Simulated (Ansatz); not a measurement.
Breaking a bond: GeBe, lowest triplet found (which spin is the ground state isn't settled by this scan).

Methods: UKS-PBE = unrestricted PBE/aug-cc-pVDZ (Ansatz, a quantum-chemistry and plane-wave program); FCI = full CI/aug-cc-pVDZ, cores with 3d frozen in Ansatz.

Energies relative to the lowest point of each curve between 1.89 and 2.73 Å, where full CI is lowest, in kcal/mol; the last columns give the error against full CI:

```tsv
R / Å	UKS-PBE	FCI	UKS-PBE − FCI
1.56	84.6	94.3	-9.6
1.68	45.4	52.5	-7.1
1.78	24.8	29.9	-5.2
1.89	10.9	14.2	-3.3
1.95	6.2	8.7	-2.5
2.07	1.1	2.2	-1.1
2.10	0.5	1.3	-0.8
2.17	0.0	0.1	-0.1
2.24	0.4	0.0	0.4
2.32	1.6	0.6	1.0
2.45	4.8	2.9	1.8
2.55	7.7	5.3	2.5
2.73	13.5	9.6	3.8
2.90	18.6	13.4	5.2
3.15	25.0	17.6	7.4
3.46	30.5	20.6	9.9
3.82	34.4	22.4	12.0
4.24	36.8	23.4	13.4
4.72	38.1	24.0	14.1
5.43	38.7	24.3	14.4
6.28	38.9	—	—
7.33	39.0	—	—
```

UKS-PBE is furthest from FCI at 5.43 (14.4 kcal/mol, above); its mean absolute error over the points is 5.8 kcal/mol.

A dash means that the run gave no value there, or that the column was ended at a point which the program doubted or which failed a test of continuity chosen for this set; such a test can also cut sound points.

Also computed but left out beside FCI, since their determinant holds another spin at the minimum (<S²> over 0.7 above the pure value): UHF, UMP2, UCCSD, UCCSD(T), UCCSDT, UCCSDT(Q).
